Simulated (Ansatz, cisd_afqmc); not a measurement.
Species: Co, charge 0, quartet.

Total energies in def2-TZVPP, 9 correlated electrons, 9 frozen orbitals. UHF or UKS for unpaired electrons; spin-orbit terms are left out. Correlated methods leave the cores frozen (noble-gas shells, and filled d and f shells in the p block). No relativity. AFQMC/CISD: phaseless, guided by CISD from CCSD amplitudes; bars are statistical, one sigma. Outlying blocks are dropped, and bars are widened where a walk drifts. Over all cases where full CI ran beside it in this data, AFQMC minus full CI had a median of +0.1 mEh and passed +0.4 mEh in a tenth of the cases. Open-shell metal atoms are single determinants of the lowest configuration found, not pure terms.

| method | program | energy (Eh) | minus CCSDT(Q) (mEh) |
|---|---|---|---|
| HF | Ansatz | -1381.39748 | 252.89 |
| MP2 | Ansatz | -1381.63736 | 13.01 |
| CCSD | Ansatz | -1381.64222 | 8.15 |
| CCSD(T) | Ansatz | -1381.64995 | 0.42 |
| CCSDT(Q) | Ansatz | -1381.65037 | 0.00 |
| AFQMC/CISD | cisd_afqmc | -1381.6498 ± 0.0005 | 0.6 ± 0.5 |

Ansatz is a first-principles code.
